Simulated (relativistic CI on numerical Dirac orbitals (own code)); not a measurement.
## Energy levels of Mo37+

These numbers are calculated, not measured: Dirac-Coulomb-Breit CI, KLI orbitals optimised for each configuration, QED by a radiative potential, unscaled Slater integrals (own radial code, finite nucleus).

Configuration list (outside the closed core 1s2): 2s2 2p, 2s 2p2, 2p3, 2p2 3s, 2p2 3p, 2p2 3d, 2s2 3s, 2s2 3p, 2s2 3d, 2s 2p 3s, 2s 2p 3p, 2s 2p 3d, 2s2 4s, 2s2 4p, 2s2 4d, 2s2 4f, 2s 2p 4s, 2s 2p 4p, 2s 2p 4d, 2s 2p 4f, 2s2 5s, 2s2 5p, 2s2 5d, 2s2 5f, 2s2 5g, 2s 3s2, 2s 3s 3p, 2s 3s 3d, 2s 3p2, 2s 3p 3d, 2s 2p 5s, 2s 2p 5p, 2p 3s2, 2s 2p 5d, 2s 2p 5f, 2s 2p 5g. Levels of other configurations are missing.

The lowest level is 2s2 2p 2P°_1/2, with 99 % of that term; Hund's rules for 2s2 2p give 2P° with J = 1/2, in agreement.

| No. | Configuration | Term | J | E (eV) | % | Next component (%) | jj configuration (%) |
| --- | --- | --- | --- | --- | --- | --- | --- |
| 1 | 2s2 2p | 2P° | 1/2 | 0.00 | 99 | 1 2p3 2P° | 2p1/2 (99) |
| 2 | 2s 2p2(3P) | 4P | 1/2 | 111.03 | 72 | 21 2S | 2s 2p1/2^2 (91) |
| 3 | 2s2 2p | 2P° | 3/2 | 119.49 | 98 | 2 2p3 2P° | 2p3/2 (98) |
| 4 | 2s 2p2(3P) | 4P | 3/2 | 198.79 | 95 | 3 2D | 2s 2p1/2 2p3/2 (98) |
| 5 | 2s 2p2(3P) | 4P | 5/2 | 222.29 | 57 | 43 2D | 2s 2p1/2 2p3/2 (94) |
| 6 | 2s 2p2(1D) | 2D | 3/2 | 261.69 | 75 | 24 2P | 2s 2p1/2 2p3/2 (97) |
| 7 | 2s 2p2(3P) | 2P | 1/2 | 267.21 | 73 | 18 4P | 2s 2p1/2 2p3/2 (90) |
| 8 | 2s 2p2(1D) | 2D | 5/2 | 337.90 | 57 | 43 4P | 2s 2p3/2^2 (94) |
| 9 | 2p3 | 2P° | 3/2 | 387.11 | 39 | 37 4S° | 2p3/2 (96) |
| 10 | 2s 2p2(1S) | 2S | 1/2 | 393.00 | 71 | 19 2P | 2s 2p3/2^2 (96) |
| 11 | 2s 2p2(3P) | 2P | 3/2 | 394.45 | 74 | 22 2D | 2s 2p3/2^2 (96) |
| 12 | 2p3 | 4S° | 3/2 | 485.25 | 49 | 49 2D° | 2p1/2 2p3/2^2 (98) |
| 13 | 2p3 | 2D° | 5/2 | 501.02 | 100 |  | 2p1/2 2p3/2^2 (100) |
| 14 | 2p3 | 2P° | 1/2 | 530.63 | 99 | 1 2s2 2p 2P° | 2p1/2 2p3/2^2 (99) |
| 15 | 2p3 | 2P° | 3/2 | 631.64 | 58 | 28 2D° | 2p3/2^3 (98) |
| 16 | 2s2 3s | 2S | 1/2 | 2959.08 | 96 | 2 2p2 3s 2S | 3s (96) |
| 17 | 2s2 3p | 2P° | 1/2 | 2999.89 | 94 | 2 2p2 3p 2P° | 3p1/2 (94) |
| 18 | 2s2 3p | 2P° | 3/2 | 3032.72 | 84 | 7 2s 2p 3s 4P° | 3p3/2 (84) |
| 19 | 2s 2p 3s | 4P° | 1/2 | 3038.73 | 89 | 9 2P° | 2s 2p1/2 3s (98) |
| 20 | 2s 2p 3s | 4P° | 3/2 | 3054.63 | 66 | 21 2P° | 2s 2p1/2 3s (82) |
| 21 | 2s 2p 3s | 2P° | 1/2 | 3066.29 | 93 | 5 4P° | 2s 2p1/2 3s (95) |
| 22 | 2s2 3d | 2D | 3/2 | 3068.59 | 94 | 2 2p2 3d 2D | 3d3/2 (94) |
| 23 | 2s 2p 3p | 4D | 1/2 | 3073.50 | 74 | 21 2P | 2s 2p1/2 3p1/2 (99) |
| 24 | 2s2 3d | 2D | 5/2 | 3079.20 | 96 | 2 2p2 3d 2D | 3d5/2 (96) |
| 25 | 2s 2p 3p | 4D | 3/2 | 3087.30 | 51 | 23 2P | 2s 2p1/2 3p1/2 (91) |
| 26 | 2s 2p 3p | 4P | 1/2 | 3105.92 | 58 | 24 2S | 2s 2p1/2 3p1/2 (95) |
| 27 | 2s 2p 3p | 4P | 3/2 | 3115.47 | 29 | 24 4D | 2s 2p1/2 3p3/2 (99) |
| 28 | 2s 2p 3p | 2P | 1/2 | 3126.97 | 46 | 18 2S | 2s 2p1/2 3p3/2 (89) |
| 29 | 2s 2p 3p | 4D | 5/2 | 3128.90 | 60 | 22 2D | 2s 2p1/2 3p3/2 (93) |
| 30 | 2s 2p 3p | 2D | 3/2 | 3132.71 | 51 | 19 4S | 2s 2p1/2 3p3/2 (95) |

Energies count from the lowest computed level; ° marks odd parity. Percentages are summed over parent terms; the parents shown are those of the largest component, closed shells are left out there. Filled j subshells are mostly left out of the jj labels.

The mean weight of the leading LS term, summed over parents, in these 30 levels is 73 %, and that of the leading jj configuration (from the same eigenvectors) 95 %, so jj coupling describes them better and the LS labels are nominal.

At this charge energies of transitions that change n are usually good to better than 1 %, and those within a shell (Δn = 0) to a few per cent.

LS names give the leading component of a level, which can be under half, so a name can repeat, a term be missing and a line seem to break the LS rules.
